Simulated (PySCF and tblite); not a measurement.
Results of a calculation; reference values are marked as such.
C7H11F, numbered as in [F:1][C@@H:2]1[CH:3]=[CH:4][CH2:5][CH2:6][CH2:7][CH2:8]1.

First level. Geometries GFN2-xTB; weights from PBE0-D3(BJ)/pcSseg-1 (IEF-PCM, acetonitrile) energies and GFN2-xTB thermal corrections, with symmetry numbers and mirror pairs. Conformers within 2.5 kcal/mol (GFN2-xTB free energy) were kept, 4 at most. GIAO shieldings: PBE0/pcSseg-1 (IEF-PCM, acetonitrile). Shifts are against TMS (¹H), TMS (¹³C), CFCl3 (¹⁹F) at the same level; of two unlike H on one atom, a is the less shielded. Codes: tblite and PySCF.

It gives, at 298.15 K, with 3 conformers (largest weight 77 %): ¹H: 6.45 (H3, 1H), 6.41 (H4, 1H), 5.66 (H2, 1H), 2.35 (H5a, 1H), 2.15 (H5b, 1H), 2.05 (H7a, 1H), 2.04 (H8a, 1H), 1.76 (H8b, 1H), 1.76 (H7b, 1H), 1.64 (H6a, 1H), 1.24 (H6b, 1H) ppm. ¹³C: 146.1 (C3), 141.9 (C4), 98.4 (C2), 39.0 (C8), 32.5 (C5), 31.8 (C7), 30.4 (C6) ppm. ¹⁹F: -207.2 (F1) ppm.

Second level: GFN2-xTB geometries, energies TPSS-D3(BJ)/cc-pVDZ (IEF-PCM, chloroform), shieldings KT2/pcSseg-1 (IEF-PCM, chloroform), starting guess atom, on up to 4 of the same conformers.

**Question.** How do the averaged shifts change?

**Answer.** 
```csv
signal,first,second,change (ppm)
H2,5.66,5.75,0.10
H3,6.45,6.31,-0.14
H4,6.41,6.21,-0.19
H5a,2.35,2.48,0.12
H5b,2.15,2.24,0.09
H6a,1.64,1.71,0.06
H6b,1.24,1.38,0.15
H7a,2.05,2.22,0.16
H7b,1.76,1.83,0.07
H8a,2.04,2.06,0.02
H8b,1.76,1.83,0.07
C2,98.4,98.1,-0.3
C3,146.1,137.6,-8.6
C4,141.9,132.1,-9.8
C5,32.5,34.1,1.6
C6,30.4,32.1,1.7
C7,31.8,33.6,1.8
C8,39.0,39.9,0.9
```

The largest weight becomes 71 %.

Unscaled ¹⁹F shifts at such levels can be off by tens of ppm; differences between conformers or isomers are more reliable. Shifts are unscaled: against experiment ¹³C can be off by 15 ppm or more and ¹H by 0.8 ppm.
